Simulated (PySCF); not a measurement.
# A ladder of Hamiltonians for I⁴³⁺ (iodine, charge +43)

Occupied: 1s1/2, 2s1/2, 2p1/2, 2p3/2. Hartree-Fock calculated with PySCF 2.14 in an uncontracted even-tempered set (20 s from 7.1 bohr⁻², ratio 2.3; 15 p from 8.5 bohr⁻², ratio 2.3), Gaussian nucleus throughout. NR is non-relativistic, sf-X2C the spin-free one-electron X2C Hamiltonian, X2C adds the bare one-electron spin-orbit term, X2C-SNSO screens it by Boettger's factors, DC is four-component Dirac-Coulomb, and the Gaunt and Breit terms are added at first order (total energies over the DC spinors, levels after relaxing the spinors in that mean field). QED terms are absent. Levels marked empty are virtual spinors of this ion.

| Hamiltonian | E (hartree) | E − E(DC) (hartree) | CPU seconds |
| --- | --- | --- | --- |
| NR | -5168.6333 | 177.9457 | 0.63 |
| sf-X2C | -5343.1584 | 3.4206 | 0.37 |
| X2C | -5345.0816 | 1.4974 | 0.47 |
| X2C-SNSO | -5344.9341 | 1.6449 | 0.48 |
| DC | -5346.5790 | 0.0000 | 25 |
| DC+Gaunt | -5341.7807 | 4.7983 | 43 |
| DC+Breit | -5342.2004 | 4.3786 | 130 |

Problem. Give the 2p spin-orbit interval with each Hamiltonian that has one.

Solution. X2C 326.5; X2C-SNSO 313.6; DC 312.7; DC+Gaunt 308.5; DC+Breit 308.5 (eV).

| level (eV) | NR | sf-X2C | X2C | X2C-SNSO | DC | DC+Gaunt | DC+Breit |
| --- | --- | --- | --- | --- | --- | --- | --- |
| 1s1/2 | -34892.1 | -36243.0 | -36240.2 | -36240.4 | -36270.1 | -36190.7 | -36195.9 |
| 2s1/2 | -7583.5 | -7957.1 | -7956.4 | -7956.5 | -7960.1 | -7952.1 | -7952.6 |
| 2p1/2 | -7316.2 | -7443.5 | -7669.4 | -7660.1 | -7661.9 | -7647.8 | -7649.3 |
| 2p3/2 | -7316.2 | -7443.5 | -7342.9 | -7346.5 | -7349.2 | -7339.2 | -7340.7 |
| 3s1/2 (empty) | -3072.4 | -3186.6 | -3186.4 | -3186.5 | -3187.3 | -3185.2 | -3185.5 |
| 3p1/2 (empty) | -2983.7 | -3033.9 | -3091.5 | -3089.1 | -3089.5 | -3086.0 | -3086.5 |
| 3p3/2 (empty) | -2983.7 | -3033.9 | -3008.1 | -3009.1 | -3009.6 | -3007.1 | -3007.7 |

Weight of the small component: 1s1/2 0.0382, 2s1/2 0.00850, 2p1/2 0.00843, 2p3/2 0.00804, 3s1/2 0.00325, 3p1/2 0.00321, 3p3/2 0.00311.

Koopmans' value for the highest occupied level at DC+Breit: 7340.7 eV, against an ionisation energy of 7337 ± 4 eV (theoretical estimate listed by NIST; NIST Atomic Spectra Database, ionization energies); the former lacks relaxation, correlation, QED and recoil.

The whole ladder took 200 s of wall time on 1 thread of Neoverse-N1 (shared host), launched as `OMP_NUM_THREADS=1 python relrun2.py TASK.json OUT` (a driver that calls PySCF for each Hamiltonian).
